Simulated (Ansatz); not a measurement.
`[F][Zr]([F])([Br])[Br]`, relaxed with RKS PBE0-D4/def2-TZVP in the Gaussian-basis code of Ansatz from a PBE-D4/def2-SVP geometry. The force threshold is 0.005 eV/Å; the program also tests the step.

Charge 0, multiplicity 1. Zr: def2 effective core potential.

Start:

```xyz
5

F    -1.008    1.696   -0.142
Zr   -0.122    0.028    0.045
F    -1.260   -1.167    0.982
Br    0.394   -0.904   -2.214
Br    1.996    0.346    1.330
```

```
step   energy (eV)  largest force (eV/Å)  largest move (Å)
   1  -146796.8029                 0.509             0.000
   2  -146796.8104                 0.267             0.029
   3  -146796.8154                 0.039             0.015
   4  -146796.8155                 0.003             0.005
```

End:

```xyz
5

F    -0.998    1.679   -0.141
Zr   -0.119    0.028    0.044
F    -1.248   -1.155    0.971
Br    0.383   -0.900   -2.206
Br    1.982    0.348    1.332
```

Hardware: 4 threads of an Intel Xeon on a shared host. Wall time 87 s, peak host memory 0.71 GiB.
